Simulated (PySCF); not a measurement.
C2H3 (SMILES [CH-]=C), charge -1, singlet, geometry from GFN2-xTB, with bond 3-1 at 1.3 times its length; TPSS/def2-SVP (PySCF).

PySCF was given this input:
```python
from pyscf import gto, scf, dft

mol = gto.M(
    atom='''
C     0.00856514    0.13575372    0.76152728
C    -0.00697222    0.01624273   -0.56463432
H     0.02352860   -1.23363422    1.39142568
H    -0.01955300    0.91982196   -1.20226169
H    -0.01007999   -0.91417901   -1.22516056
''',
    basis='def2-svp',
    charge=-1,
    verbose=4,
)

mf = dft.RKS(mol)
mf.xc = 'tpss'
mf.diis = False
mf.damp = 0.3
mf.diis_start_cycle = 200
mf.max_cycle = 150
mf.kernel()
mf.analyze()
```

Predict the main parts of the log of this PySCF run.


```
PySCF version 2.14.0

[INPUT] verbose = 4
[INPUT] num. atoms = 5
[INPUT] num. electrons = 16
[INPUT] charge = -1
[INPUT] spin (= nelec alpha-beta = 2S) = 0
[INPUT] symmetry False subgroup None
[INPUT] Mole.unit = angstrom
[INPUT] Symbol           X                Y                Z      unit          X                Y                Z       unit  Magmom
[...]
nuclear repulsion = 26.9940847203979
number of shells = 21
number of NR pGTOs = 69
number of NR cGTOs = 43
basis = def2-svp
ecp = {}

******** <class 'pyscf.dft.rks.RKS'> ********
method = RKS
initial guess = minao
damping factor = 0.3
level_shift factor = 0
DIIS disabled
SCF conv_tol = 1e-09
SCF conv_tol_grad = None
SCF max_cycles = 150
direct_scf = True
direct_scf_tol = 1e-13
XC library pyscf.dft.libxc version 7.1.2
    S. Lehtola, C. Steigemann, M. J. T. Oliveira, and M. A. L. Marques,  SoftwareX 7, 1–5 (2018)
XC functionals = tpss
    J. Tao, J. P. Perdew, V. N. Staroverov, and G. E. Scuseria,  Phys. Rev. Lett. 91, 146401 (2003)
    J. P. Perdew, J. Tao, V. N. Staroverov, and G. E. Scuseria,  J. Chem. Phys. 120, 6898 (2004)
    J. Tao, J. P. Perdew, V. N. Staroverov, and G. E. Scuseria,  Phys. Rev. Lett. 91, 146401 (2003)
    J. P. Perdew, J. Tao, V. N. Staroverov, and G. E. Scuseria,  J. Chem. Phys. 120, 6898 (2004)
radial grids:
    Treutler-Ahlrichs [JCP 102, 346 (1995); DOI:10.1063/1.469408] (M4) radial grids

becke partition: Becke, JCP 88, 2547 (1988); DOI:10.1063/1.454033
pruning grids: <function nwchem_prune>
grids dens level: 3
symmetrized grids: False
atomic radii adjust function: <function treutler_atomic_radii_adjust>
small_rho_cutoff = 0
Set gradient conv threshold to 3.16228e-05
Initial guess from minao.
tot grids = 57664
init E= -77.6954325583808
[...]
cycle= 1 E= -77.7316420403119  delta_E= -0.0362  |g|= 0.533  |ddm|=  2.2
[...]
cycle= 2 E= -77.7557761262865  delta_E= -0.0241  |g|= 0.469  |ddm|= 2.01
[...]
cycle= 3 E= -77.7419477318072  delta_E= 0.0138  |g|= 0.525  |ddm|= 1.72
[...]
cycle= 4 E= -77.7134205945393  delta_E= 0.0285  |g|= 0.578  |ddm|= 2.27
[...]
cycle= 5 E= -77.6209397074963  delta_E= 0.0925  |g|= 0.844  |ddm|= 2.51
[...]
cycle= 6 E= -77.4594067583856  delta_E= 0.162  |g|= 1.02  |ddm|= 4.74
[...]
cycle= 7 E= -77.1678024106206  delta_E= 0.292  |g|= 1.49  |ddm|= 5.18
[...]
cycle= 8 E= -75.6476015671382  delta_E= 1.52  |g|= 1.97  |ddm|= 15.5
[...]
cycle= 9 E= -73.184425033895  delta_E= 2.46  |g|=  3.3  |ddm|= 15.9
[...]
[...]
[...]
cycle= 131 E= -66.7188303568375  delta_E=  2.4  |g|= 4.06  |ddm|=   16
[...]
cycle= 132 E= -69.1196262663617  delta_E= -2.4  |g|= 4.03  |ddm|=   16
[...]
cycle= 133 E= -66.7188303568374  delta_E=  2.4  |g|= 4.06  |ddm|=   16
[...]
cycle= 134 E= -69.119626266362  delta_E= -2.4  |g|= 4.03  |ddm|=   16
[...]
cycle= 135 E= -66.7188303568373  delta_E=  2.4  |g|= 4.06  |ddm|=   16
[...]
cycle= 136 E= -69.1196262663618  delta_E= -2.4  |g|= 4.03  |ddm|=   16
[...]
cycle= 137 E= -66.7188303568373  delta_E=  2.4  |g|= 4.06  |ddm|=   16
[...]
cycle= 138 E= -69.1196262663616  delta_E= -2.4  |g|= 4.03  |ddm|=   16
[...]
cycle= 139 E= -66.718830356837  delta_E=  2.4  |g|= 4.06  |ddm|=   16
[...]
cycle= 140 E= -69.1196262663618  delta_E= -2.4  |g|= 4.03  |ddm|=   16
[...]
cycle= 141 E= -66.7188303568375  delta_E=  2.4  |g|= 4.06  |ddm|=   16
[...]
cycle= 142 E= -69.1196262663617  delta_E= -2.4  |g|= 4.03  |ddm|=   16
[...]
cycle= 143 E= -66.7188303568375  delta_E=  2.4  |g|= 4.06  |ddm|=   16
[...]
cycle= 144 E= -69.1196262663619  delta_E= -2.4  |g|= 4.03  |ddm|=   16
[...]
cycle= 145 E= -66.7188303568375  delta_E=  2.4  |g|= 4.06  |ddm|=   16
[...]
cycle= 146 E= -69.1196262663618  delta_E= -2.4  |g|= 4.03  |ddm|=   16
[...]
cycle= 147 E= -66.7188303568372  delta_E=  2.4  |g|= 4.06  |ddm|=   16
[...]
cycle= 148 E= -69.1196262663618  delta_E= -2.4  |g|= 4.03  |ddm|=   16
[...]
cycle= 149 E= -66.7188303568372  delta_E=  2.4  |g|= 4.06  |ddm|=   16
[...]
cycle= 150 E= -69.1196262663619  delta_E= -2.4  |g|= 4.03  |ddm|=   16
SCF not converged.
SCF energy = -69.1196262663619
**** SCF Summaries ****
Total Energy =                         -69.119626266361877
Nuclear Repulsion Energy =              26.994084720397865
One-electron Energy =                 -160.480395334437105
Two-electron Energy =                   64.366684347677364
Two-electron Coulomb Energy =           77.496963930134115
DFT Exchange-Correlation Energy =      -13.130279582456749
HOMO-LUMO gap [eV] =                     6.761237112805387
**** MO energy ****
[...]
 ** Mulliken pop on meta-lowdin orthogonal AOs  **
 ** Mulliken pop  **
 ** Mulliken atomic charges  **
charge of    0C =      3.66168
charge of    1C =     -3.35241
charge of    2H =      0.99695
charge of    3H =     -1.16812
charge of    4H =     -1.13809

WARN: System has nonzero charge -1; the dipole moment is origin-dependent.
Location of origin: [0. 0. 0.]

Dipole moment(X, Y, Z, Debye):  0.63634, -4.07229, 50.40571
```

Convergence was not reached.
